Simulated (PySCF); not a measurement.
O²⁺ (oxygen, charge +2) across methods

[He] 2s1 2p3, high-spin 5S determinant (an excited configuration). All numbers are calculated (PySCF 2.14, the non-relativistic Hamiltonian (point nucleus), in dyall-acv3z (15s9p4d2f, 76 functions)).

```json
{"method": "PBE", "E (hartree)": "-72.9261", "mean ε 1s β (eV)": "-552.57", "mean ε 2s α (eV)": "-60.897", "mean ε 2p α (eV)": "-45.779", "Σ⟨r²⟩ (bohr²)": "4.975", "⟨S²⟩": "6.000"}
{"method": "r2SCAN", "E (hartree)": "-73.0153", "mean ε 1s β (eV)": "-557.82", "mean ε 2s α (eV)": "-63.021", "mean ε 2p α (eV)": "-46.819", "Σ⟨r²⟩ (bohr²)": "4.918", "⟨S²⟩": "6.000"}
{"method": "UHF", "E (hartree)": "-72.90506", "mean ε 1s β (eV)": "-599.73", "mean ε 2s α (eV)": "-76.970", "mean ε 2p α (eV)": "-56.912", "Σ⟨r²⟩ (bohr²)": "4.893", "⟨S²⟩": "6.000"}
{"method": "M06", "E (hartree)": "-72.9879", "mean ε 1s β (eV)": "-565.41", "mean ε 2s α (eV)": "-64.674", "mean ε 2p α (eV)": "-48.458", "Σ⟨r²⟩ (bohr²)": "4.933", "⟨S²⟩": "6.000"}
{"method": "PBE0", "E (hartree)": "-72.9482", "mean ε 1s β (eV)": "-564.56", "mean ε 2s α (eV)": "-65.027", "mean ε 2p α (eV)": "-48.685", "Σ⟨r²⟩ (bohr²)": "4.945", "⟨S²⟩": "6.000"}
{"method": "B97-3", "E (hartree)": "-72.9831", "mean ε 1s β (eV)": "-566.00", "mean ε 2s α (eV)": "-65.191", "mean ε 2p α (eV)": "-48.735", "Σ⟨r²⟩ (bohr²)": "4.933", "⟨S²⟩": "6.000"}
{"method": "LDA", "E (hartree)": "-72.4398", "mean ε 1s β (eV)": "-548.57", "mean ε 2s α (eV)": "-60.405", "mean ε 2p α (eV)": "-45.734", "Σ⟨r²⟩ (bohr²)": "4.998", "⟨S²⟩": "6.000"}
{"method": "CAM-B3LYP", "E (hartree)": "-72.9621", "mean ε 1s β (eV)": "-564.80", "mean ε 2s α (eV)": "-66.001", "mean ε 2p α (eV)": "-49.916", "Σ⟨r²⟩ (bohr²)": "4.962", "⟨S²⟩": "6.000"}
{"method": "MN15", "E (hartree)": "-73.0019", "mean ε 1s β (eV)": "-557.86", "mean ε 2s α (eV)": "-63.933", "mean ε 2p α (eV)": "-49.210", "Σ⟨r²⟩ (bohr²)": "4.958", "⟨S²⟩": "6.000"}
```
